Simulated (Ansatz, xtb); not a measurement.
## ClFH3OSi2+: 4 structures ranked

4 gas-phase structures of ClFH3OSi2+, found in a search over its isomers (lower ones may exist). Each was relaxed with GFN2-xTB; where two conformers were screened, the lower at r2SCAN-D4/def2-SVP is listed:

A. `F[Si@H](Cl)O[SiH2+]`, a singlet
B. `F[SiH2]O[SiH+]Cl`, a singlet
C. `F[Si+](Cl)O[SiH3]`, a singlet
D. `F[SiH+]O[SiH2]Cl`, a singlet

Question: Which do you expect lowest at r2SCAN-D4/def2-SVP, and how would the others follow?

Answer: Calculated order at r2SCAN-D4/def2-SVP: B (0.0), A (1.3), D (4.5), C (7.3) kcal/mol.

Energies above the lowest of each column, in kcal/mol; the last columns are at PBE0-D3(BJ)/def2-SVP geometries (a dash: not run or not comparable):

| structure | GFN2-xTB | HF/STO-3G | r2SCAN-D4/def2-SVP | PBE0-D3(BJ)/def2-SVP | CCSD(T)/def2-SVP + ΔMP2/def2-TZVPP |
| --- | --- | --- | --- | --- | --- |
| B | 0.0 | 4.5 | 0.0 | 0.0 | 0.0 |
| A | 5.4 | 0.0 | 1.3 | 2.0 | 2.7 |
| D | 10.3 | 2.6 | 4.5 | 5.8 | 6.2 |
| C | 19.5 | 7.6 | 7.3 | 9.4 | – |

CCSD(T)/def2-SVP + ΔMP2/def2-TZVPP puts B lowest of those it was run on; HF/STO-3G picks A. Flexible structures stand in one conformer each, not always the lowest. Frequencies (PBE0-D3(BJ)/def2-SVP) were run for A, B, D alone. ΔMP2 is the change of the MP2 energy from the smaller to the larger basis.

Over these structures GFN2-xTB departs from r2SCAN-D4/def2-SVP by 3.5 kcal/mol on average once a common shift is removed. A GFN2-xTB relaxation took about 0.15 s and the r2SCAN-D4/def2-SVP energy about 2 s on a shared host (Ansatz 0.2.0, xtb 6.7.1).
